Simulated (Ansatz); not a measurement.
C2H4AlF (`F[CH]1[CH2][AlH]1`). The species carries charge 0 and has multiplicity 1.

Cartesian coordinates in Å:
```
F -0.4457 1.6955 1.0248
C -0.5071 0.7151 0.0516
C -0.1123 -0.7110 0.4840
Al 0.8388 -0.0930 -1.0589
H -1.5095 0.7242 -0.3862
H 0.6560 -0.6718 1.2698
H -0.8889 -1.4199 0.7612
H 1.9688 -0.2391 -2.1463
```

Question: List the harmonic frequencies (cm⁻¹, unscaled) at PBE0-D4/def2-TZVP in Ansatz. (An estimate is asked.)

Answer: Ansatz gave: 224, 352, 382, 468, 528, 576, 645, 870, 912, 1000, 1091, 1156, 1343, 1416, 1964, 3029, 3067, 3153.

Question: Is this a minimum?

Answer: Yes, all 18 modes are real.

Question: Give the ideal-gas thermochemistry at 298.15 K and 1 bar (rigid rotor, harmonic oscillator; point group C1, symmetry number 1).

Answer: Zero-point energy 132.6 kJ/mol; H(298) − E = 148.3 kJ/mol; entropy 295.6 J/(mol·K), of which translation 162.5, rotation 104.3, vibration 28.7; G(298) − E = 60.2 kJ/mol.

Question: And at 400, 500, 600, 800 and 1000 K?

Answer: 
| T (K) | H − E (kJ/mol) | S (J/mol/K) | G − E (kJ/mol) |
| --- | --- | --- | --- |
| 400 | 157.5 | 322.0 | 28.7 |
| 500 | 168.0 | 345.5 | -4.7 |
| 600 | 179.7 | 366.7 | -40.3 |
| 800 | 205.6 | 403.9 | -117.5 |
| 1000 | 234.0 | 435.5 | -201.5 |

Question: Rotational constants (cm⁻¹)?

Answer: 0.4392, 0.1395, 0.1162.
